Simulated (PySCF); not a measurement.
germylmethylgermane (CH8Ge2), SMILES [GeH3][CH2][GeH3].

Geometry: PBE-D3(BJ)/def2-SVP.

Calculation: PBE-D3(BJ)/def2-SVP (PySCF).

Frequencies are harmonic and unscaled.

Problem. Give all harmonic wavenumbers and intensities. (Estimate from the structure and the level; the computed values follow.)

Solution. 
```tsv
mode	ν (cm⁻¹)	IR (km/mol)	moving atoms (share of kinetic energy)
1	73	0.0	H 99 %
2	112	0.2	H 83 %, C 16 %
3	115	0.2	Ge 77 %, H 14 %, C 10 %
4	433	5.9	H 98 %
5	438	0.6	H 46 %, C 32 %, Ge 23 %
6	490	0.0	H 92 %
7	501	0.0	H 96 %
8	657	104.0	C 54 %, H 33 %, Ge 13 %
9	661	59.7	H 55 %, C 38 %
10	739	100.6	H 68 %, C 28 %
11	798	205.9	H 94 %
12	824	53.1	H 97 %
13	854	33.9	H 99 %
14	854	0.0	H 99 %
15	860	28.3	H 99 %
16	865	27.2	H 98 %
17	987	0.0	H 99 %
18	1025	11.8	H 71 %, C 28 %
19	1335	2.8	H 92 %
20	2068	209.0	H 99 %
21	2073	6.4	H 99 %
22	2080	25.0	H 99 %
23	2083	0.0	H 98 %
24	2085	180.3	H 99 %
25	2089	226.7	H 98 %
26	3004	2.0	H 95 %
27	3073	0.3	H 90 %, C 10 %
```
